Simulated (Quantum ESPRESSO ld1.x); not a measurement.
Values are calculated unless marked as measured or tabulated.
How relativity changes the ionisation of the thallium ion Tl2+ ([Xe] 4f14 5d10 6s1) to Tl3+ ([Xe] 4f14 5d10). Spin-unpolarised spherical Kohn-Sham, PBE, point nucleus, ld1.x of Quantum ESPRESSO 7.5. A level marked "c x" has the speed of light scaled by that factor.

level,E(Tl2+) (hartree),E(Tl3+) (hartree),IE (eV),HOMO,<r> HOMO (bohr)
non-rel.,-18964.706,-18963.742,26.228,6s,2.543
scalar-rel.,-20244.995,-20243.887,30.141,6s,2.273
Dirac,-20287.90,-20286.80,30.141,6s1/2,2.275
"Dirac, c x 1.25",-19750.37,-19749.32,28.472,6s1/2,2.379
"Dirac, c x 2",-19250.42,-19249.43,27.017,6s1/2,2.482
"Dirac, c x 10",-18975.69,-18974.72,26.257,6s1/2,2.540

NIST Atomic Spectra Database: 29.852 eV (measured). The relativistic part of the total energy of Tl2+ is -1323 hartree (Dirac), 7 % of the non-relativistic value. Spin polarisation and multiplet splitting of open shells are left out at every level.

Beside tabulated values, note that relativity, absent from the non-relativistic runs, is large for the heavy elements, and spin-unpolarised runs miss the spin-polarisation part of the exchange energy of open shells, and scalar-relativistic runs lack spin-orbit coupling.
